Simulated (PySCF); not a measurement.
CBrF₂, SMILES Br[C](F)F (connectivity only; charge and spin as stated), charge +1, multiplicity 1. Atoms are numbered in the order given.

```xyz
4

F      0.0000     1.0600    -1.5258
C      0.0000     0.0000    -0.8576
F      0.0000    -1.0600    -1.5258
Br     0.0000     0.0000     0.9317
```
Charge +1, spin multiplicity 1.

The structure is a stationary point at B3LYP-D3(BJ)/def2-SVP. The multiplicity is an assumed one; other spin states were not compared. The isomer is the one that the SMILES or the coordinates give; other isomers of the formula were not compared.

Computed with PBE/def2-TZVPD (PySCF).

Mulliken values depend strongly on the basis, most of all with diffuse functions as here. ESP charges are fitted to the potential on shells at 1.4 to 2.0 van der Waals radii. Atomic charges (e):

```tsv
atom	Mulliken	ESP fit	meta-Löwdin
F1	0.06	…	-0.03
C2	0.61	…	0.61
F3	0.06	…	-0.03
Br4	0.27	…	0.44
```

**Question.** Some entries are withheld; supply them. (The exact figures need the calculation; the answer reports its results.)

**Answer.** 
- F1, ESP fit: 0.15
- C2, ESP fit: 0.20
- F3, ESP fit: 0.15
- Br4, ESP fit: 0.50
